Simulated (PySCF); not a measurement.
**Tin: a sound run and one with changed settings**

Sound run: Sn [Kr] 4d10 5s2 5p2, Sn⁺ [Kr] 4d10 5s2 5p1. Calculation: PySCF 2.14, in def2-SVP with the def2 core potential (28 electrons) (4s4p2d, 26 functions); scalar relativity through the core potential. The sound run starts from symmetry-adapted Hartree-Fock orbitals and uses a fine grid where one is needed.

Changed run: basis STO-3G, all-electron and non-relativistic. This setting is unsound on purpose.

```
species  method  sound run (hartree)  changed run (hartree)  converged
     Sn     UHF           -213.33613            -5963.20613        yes
     Sn    MN15           -213.78626            -5961.46367        yes
     Sn    PBE0           -214.25429            -5964.91049        yes
    Sn⁺     UHF           -213.08429            -5963.08043        yes
    Sn⁺    MN15           -213.51730            -5961.31995        yes
    Sn⁺    PBE0           -213.98563            -5964.75527        yes
```

Ionisation energy of Sn:

```tsv
method	sound run (eV)	changed run (eV)
UHF	6.853	3.421
MN15	7.319	3.911
PBE0	7.311	4.224
```

A minimal basis cannot let orbitals breathe on ionisation and holds almost no correlation. The Hamiltonian changed with the basis, so the totals do not compare.

For comparison, NIST gives 7.344 eV between the lowest levels.
